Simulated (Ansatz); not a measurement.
Consider the cleavage of the Si–B bond: `C[SiH2]BN` + `BS` → `BS[SiH2]C` + `BN`.

Computed with Ansatz on PBE0-D4/def2-TZVP structures; ΔE is electronic, products minus reactants. CCSD(T)/CBS adds triple-zeta CCSD(T) − MP2 to the extrapolated MP2 energy (def2 sets, frozen cores). This one scheme is used for every species. Functionals use def2-TZVPP. Each species was taken in one conformer, which may not be the lowest.

| level | ΔE (kJ/mol) |
| --- | --- |
| BHLYP-D4 | -79.1 |
| B2PLYP | -74.8 |
| r2SCAN0 | -75.3 |
| MP2/def2-SVP | -70.8 |

**Question.** What does CCSD(T)/CBS give? (An estimate is asked.)

**Answer.** Ansatz gave: -76.0 kJ/mol. The listed levels differ from it by -3.1, 1.2, 0.7, 5.2 kJ/mol.

Largest T1 diagnostic among the species: 0.015.

At CCSD(T), def2-SVP lies +14.7 kJ/mol from the extrapolated value and def2-TZVPP +3.9 kJ/mol. From BLYP to BHLYP (50 % exact exchange), in def2-TZVPP and without D4, ΔE moves by −9.6 kJ/mol. The D4 term adds −3.8 kJ/mol with B3LYP and −1.9 kJ/mol with PBE0; it sums over pairs of atoms, weighted by their polarisabilities, and B3LYP, whose exchange is more repulsive, gets the larger term.

B3LYP here is the variant with VWN-RPA as its local correlation; programs differ in this.
